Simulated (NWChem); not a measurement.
System: InH$_{2}$O$_{2}$I; SMILES [OH][In]([OH])[I]

Here is an NWChem input.

```
start job
memory heap 200 mb stack 900 mb global 1100 mb
geometry units angstroms noautoz
  In     0.026439    -1.036148     0.000000
  I     -0.044998     1.613502     0.000000
  O     -1.661093    -2.080754     0.000000
  H     -1.473665    -3.028063     0.000000
  O      1.729101    -2.068841     0.000000
  H      2.505834    -1.496611     0.000000
end
basis spherical
  In library def2-svp
  I library def2-svp
  O library def2-svp
  H library def2-svp
end
ecp
  In library def2-ecp
  I library def2-ecp
end
dft
  xc rpbe cpbe96
  iterations 150
  mulliken
end
task dft energy
```

NWChem printed, in part:

```
             Northwest Computational Chemistry Package (NWChem) 7.3.0
             --------------------------------------------------------

 CS  symmetry detected

                             Geometry "geometry" -> ""
                             -------------------------

 Output coordinates in angstroms (scale by  1.889725989 to convert to a.u.)

  No.       Tag          Charge          X              Y              Z
 ---- ---------------- ---------- -------------- -------------- --------------
    1 In                  49.0000    -0.00492706    -1.01157464     0.00000000
    2 I                   53.0000    -0.00481145     1.63903819     0.00000000
    3 O                    8.0000    -1.72004294    -2.01024549     0.00000000
    4 H                    1.0000    -1.55825559    -2.96226884     0.00000000
    5 O                    8.0000     1.66923718    -2.08985420     0.00000000
    6 H                    1.0000     2.46113431    -1.53880043     0.00000000

 Effective nuclear repulsion energy (a.u.)     892.2850446627

      Symmetry information
      --------------------

 Group name             Cs
 Group number              2
 Group order               2
 No. of unique centers     6

 Summary of "ao basis" -> "ao basis" (spherical)
 ------------------------------------------------------------------------------
       Tag                 Description            Shells   Functions and Types
 ---------------- ------------------------------  ------  ---------------------
 In                         def2-svp                10       26   4s4p2d
 I                          def2-svp                10       26   4s4p2d
 O                          def2-svp                 6       14   3s2p1d
 H                          def2-svp                 3        5   2s1p

      Symmetry analysis of basis
      --------------------------

        a'         64
        a"         26

            General Information
            -------------------
          SCF calculation type: DFT
          Wavefunction type:  closed shell.
          No. of atoms     :     6
          No. of electrons :    64
           Alpha electrons :    32
            Beta electrons :    32
          Charge           :     0
          Spin multiplicity:     1
          Use of symmetry is: on ; symmetry adaption is: on
          Maximum number of iterations: 150
          AO basis - number of functions:    90
                     number of shells:    38
          Convergence on energy requested:  1.00D-06
          Convergence on density requested:  1.00D-05
          Convergence on gradient requested:  5.00D-04

              XC Information
              --------------
                          RPBE Exchange Functional  1.000
            Perdew 1991 LDA Correlation Functional  1.000 local
           PerdewBurkeErnz. Correlation Functional  1.000 non-local

             Grid Information
             ----------------
          Grid used for XC integration:  medium
          Radial quadrature: Mura-Knowles
          Angular quadrature: Lebedev.
          Tag              B.-S. Rad. Rad. Pts. Rad. Cut. Ang. Pts.
          ---              ---------- --------- --------- ---------
          In                  1.55      123          10.0       590
          I                   1.40      123          12.0       590
          O                   0.60       49          11.0       434
          H                   0.35       45          12.0       434
          Grid pruning is: on
          Number of quadrature shells:   434
          Spatial weights used:  Erf1

      Superposition of Atomic Density Guess
      -------------------------------------

 Sum of atomic energies:        -715.55828753

      Non-variational initial energy
      ------------------------------

 Total energy =    -636.646134
 1-e energy   =   -1622.608133
 2-e energy   =     703.537204
 HOMO         =      -0.359226
 LUMO         =      -0.098849

      Symmetry analysis of molecular orbitals - initial
      -------------------------------------------------

  Numbering of irreducible representations:

     1 a'          2 a"

  Orbital symmetries:

     1 a'          2 a'          3 a'          4 a'          5 a'
     6 a"          7 a'          8 a'          9 a'         10 a"
    11 a'         12 a'         13 a"         14 a'         15 a"
    16 a'         17 a'         18 a'         19 a'         20 a'
    21 a"         22 a"         23 a'         24 a'         25 a'
    26 a'         27 a'         28 a"         29 a"         30 a'
    31 a"         32 a'         33 a'         34 a"         35 a'
    36 a'         37 a'         38 a'         39 a'         40 a"
    41 a'         42 a'

     ---------------------------------------------
      Total Density - Mulliken Population Analysis
     ---------------------------------------------

    Atom       Charge   Shell Charges
 -----------   ------   -------------------------------------------------------
    1 In  21    19.43   2.59 -0.60  0.57  0.21  3.24  2.76  0.44  0.12  9.72  0.39
    2 I   25    25.32   1.83  0.22  1.23  0.67  2.93  3.13  2.60  2.71  9.82  0.18
    3 O    8     8.96   1.99  1.11  0.69  3.09  2.06  0.00
    4 H    1     0.66   0.53  0.07  0.06
    5 O    8     8.96   1.99  1.11  0.69  3.10  2.07  0.00
    6 H    1     0.66   0.53  0.07  0.06

[...]
```

Level: RPBE/def2-SVP with def2 effective core potentials on In, I. The geometry was optimised at PBE0/def2-SVP. def2 effective core potentials on In, I; no spin-orbit coupling.
